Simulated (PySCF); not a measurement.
**Calcium: a sound run and one with changed settings**

Sound run: Ca [Ar] 4s2, Ca⁺ [Ar] 4s1. All numbers are calculated (PySCF 2.14, the non-relativistic Hamiltonian (point nucleus), in 6-31G*). In the sound run the correlated levels freeze [Ar]. The sound run starts from symmetry-adapted Hartree-Fock orbitals and uses a fine grid where one is needed.

Changed run: scalar relativity by spin-free X2C-1e. This setting is unsound on purpose.

| species | method | sound run (hartree) | changed run (hartree) | converged |
| --- | --- | --- | --- | --- |
| Ca | UHF | -676.70792 | -679.19160 | yes |
| Ca | B3LYP | -677.53624 | -680.01977 | yes |
| Ca | TPSS | -677.52890 | -680.01245 | yes |
| Ca | MP2 | -676.72526 | -679.20894 | yes |
| Ca | CCSD(T) | -676.73442 | -679.21806 | yes |
| Ca⁺ | UHF | -676.51948 | -679.00228 | yes |
| Ca⁺ | B3LYP | -677.30916 | -679.79166 | yes |
| Ca⁺ | TPSS | -677.30810 | -679.79068 | yes |

Ionisation energy of Ca:

```
 method  sound run (eV)  changed run (eV)
    UHF           5.128             5.152
  B3LYP           6.179             6.207
   TPSS           6.008             6.035
    MP2           5.600             5.623
SCS-MP2           5.694             5.718
   CCSD           5.849             5.872
CCSD(T)           5.849             5.872
  CCSDT           5.849             5.872
    FCI           5.849             5.872
```

Most of the change in total energy is the relativistic energy itself. On top of that the contraction fixes the core shape for the Hamiltonian it was made with, so the changed run is not a good calculation with the other Hamiltonian either.

For comparison, NIST gives 6.113 eV between the lowest levels.
